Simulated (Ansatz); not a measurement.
Molecule: difluoroborinic acid, sum formula HBOF$_{2}$, charge 0, multiplicity 1. 
Coordinates optimised at B3LYP-D3(BJ)/def2-TZVP (Ansatz, a first-principles code):
SMILES: OB(F)F
```xyz
5

B     -0.0138    -0.0173    -0.0022
F     -0.3836     1.2557     0.1315
F     -0.9587    -0.9338    -0.1214
O      1.2809    -0.3932    -0.0192
H      1.9030     0.3355     0.0731
```

Basis-set convergence of Hartree-Fock and CCSD(T) correlation energies (hartree) with Ansatz. Cores are frozen in the correlated levels unless marked. Spin-orbit coupling is left out. No relativistic terms.

| basis | functions | E(HF) | E(corr, CCSD(T)) | rough core time |
|---|---|---|---|---|
| cc-pVDZ | - | -299.20748 | -0.65998 | under 20 s |
| cc-pVTZ | 134 | -299.31885 | -0.86193 | under 20 s |
| cc-pVQZ | 250 | -299.34324 | -0.93297 | 100 s |

Extrapolating the two largest sets (X = 3 and 4) as X^-3: E(corr) = (64·(-0.93297) - 27·(-0.86193))/37 = -0.9848 Eh, an estimate of the basis-set limit. The largest set recovers 94.7 % of it, the smallest 67.0 %.
